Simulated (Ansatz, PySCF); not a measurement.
CH12N2Si3, SMILES [SiH3][SiH2][Si](N)(C)N.

Geometry optimised at PBE0-D3(BJ)/def2-SVP. The structure was generated by enumeration, and PubChem lists no compound with its InChIKey, so it may never have been made. One conformer was computed; it need not be the lowest.

Vertical ionisation energy (IE) and electron affinity (EA) in eV. Rows of orbital energies are one-electron estimates. Where ΔSCF, EOM or ADC give a negative EA the extra electron is unbound and the value depends on the basis.

| level | IE | EA |
|---|---|---|
| −ε(HOMO), −ε(LUMO), M06-2X/def2-TZVP (PySCF) | 7.84 | -0.93 |
| −ε(HOMO), −ε(LUMO), PBE/def2-TZVP (PySCF) | ___ | ___ |
| ΔSCF, CAM-B3LYP/def2-SVPD (Ansatz), final states of multiplicity 2 and 2 | 8.65 | -1.43 |
| ΔSCF, PBE/def2-SVPD (Ansatz), final states of multiplicity 2 and 2 | 8.05 | -1.03 |

**Question.** Some entries are withheld; supply them. (Estimate from the structure and the level; the computed values follow.)

**Answer.** 
- −ε(HOMO), −ε(LUMO), PBE/def2-TZVP (PySCF), IE: 5.52
- −ε(HOMO), −ε(LUMO), PBE/def2-TZVP (PySCF), EA: 0.59

**Question.** What vertical singlet–triplet gap does ΔSCF give with CAM-B3LYP/def2-SVPD (Ansatz, a program for electronic structure) and with PBE/def2-SVPD (Ansatz)? (An estimate is asked for; the answer gives what the named calculation found.)

**Answer.** 5.71 and 4.91 eV (triplet above singlet where positive).
